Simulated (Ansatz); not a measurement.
Consider the substitution at a C–C bond: `CCCC(C)(C)CC` + `[GeH3][SeH]` → `C[Se][GeH3]` + `CCCC(C)CC`.

Calculated with Ansatz (gas phase, PBE0-D4/def2-TZVP geometries, no zero-point term in ΔE). CCSD(T)/CBS adds triple-zeta CCSD(T) − MP2 to the extrapolated MP2 energy (def2 sets, frozen cores). DFT in def2-TZVPP. HSE06 is defined as in plane-wave codes. For Ge, Se outer-core shells are correlated without core-valence functions, which leaves a few kJ/mol of doubt a bond. Scalar relativity is left out up to krypton. Each species was taken in one conformer, which may not be the lowest.

| level | ΔE (eV) |
| --- | --- |
| B97M-V | 0.15 |
| r2SCAN0-D4 | 0.12 |
| HSE06 | 0.03 |
| MP2/def2-TZVPP | 0.15 |

(1) What does CCSD(T)/CBS give? (An estimate is asked.)

Largest T1 diagnostic among the species: 0.010.

Results:

(1) The calculation gave: +0.13 eV. The listed levels differ from it by 0.02, -0.01, -0.10, 0.02 eV.

Leaving LDA and LC-ωPBE aside and taking each functional with its dispersion term where it has one, the values, not all of them listed here, spread over 0.11 eV, from B2PLYP to B97M-V. LDA lies +0.22 eV from PBE without D4. In def2-TZVPP, CCSD(T) changes the Hartree–Fock value by +0.16 eV (the triples alone add +0.02 eV) and MP2 by +0.17 eV. From PBE to PBE0 (25 % exact exchange), in def2-TZVPP and without D4, ΔE moves by +0.04 eV.
